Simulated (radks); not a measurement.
Valence configurations of Hg3+ (all share [Xe]). All-electron calculation, scalar-relativistic Kohn-Sham, PBE, spin-unpolarised, spherical densities, point nucleus. Program: a radial shooting solver on a logarithmic mesh with Libxc functionals. Energies are relative to 4f14 5d9; eigenvalues in eV.

| valence | E (eV) | e(4f) | e(5d) | e(6p) | e(6s) |
|---|---|---|---|---|---|
| 4f14 5d9 | 0.000 | -130.34 | -42.478 | - | - |
| 4f14 5d8 6s1 | 9.065 | -134.77 | -45.541 | - | -35.723 |
| 4f14 5d7 6s2 | 19.650 | -139.33 | -48.656 | - | -37.291 |
| 4f14 5d8 6p1 | 19.652 | -136.41 | -47.003 | -26.034 | - |
| 4f14 5d7 6p2 | 41.939 | -142.58 | -51.498 | -27.882 | - |
| 4f13.5 5d9 6p0.5 | 55.166 | -139.62 | -45.657 | -25.238 | - |
| 4f13 5d10 | 93.269 | -142.85 | -44.223 | - | - |
| 4f13 5d8 6s2 | 115.75 | -152.13 | -50.651 | - | -37.776 |
| 4f13 5d8 6p2 | 138.43 | -155.39 | -53.540 | -28.189 | - |
| 4f12 5d9 6s2 | 222.81 | -165.25 | -52.627 | - | -38.225 |

NIST lists [Xe] 4f14 5d9 as the ground configuration; this level of theory agrees among the configurations tried. The energies are those of spherical spin-averaged densities, not of single terms.
